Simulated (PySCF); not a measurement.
CH2F, SMILES [CH2]F (connectivity only; charge and spin as stated), charge +1, multiplicity 1.

Geometry optimised at B3LYP-D3(BJ)/def2-TZVPD. The spin state was assumed, not searched. The isomer is the one that the SMILES or the coordinates give; other isomers of the formula were not compared.

These are B3LYP-D3(BJ)/def2-TZVPD run with PySCF values and carry that method's errors.

No scaling factor is applied to the harmonic values.

Question: List the normal modes with their intensities. (The exact figures need the calculation; the answer reports its results.)

Answer: 
| mode | ν (cm⁻¹) | IR (km/mol) | moving atoms (share of kinetic energy) |
|---|---|---|---|
| 1 | 1243 | 15.2 | H 77 %, C 17 % |
| 2 | 1287 | 4.8 | H 74 %, C 25 % |
| 3 | 1440 | 129.5 | H 67 %, F 24 %, C 9 % |
| 4 | 1593 | 56.2 | C 50 %, H 31 %, F 19 % |
| 5 | 3031 | 4.3 | H 96 % |
| 6 | 3194 | 47.4 | H 88 %, C 12 % |
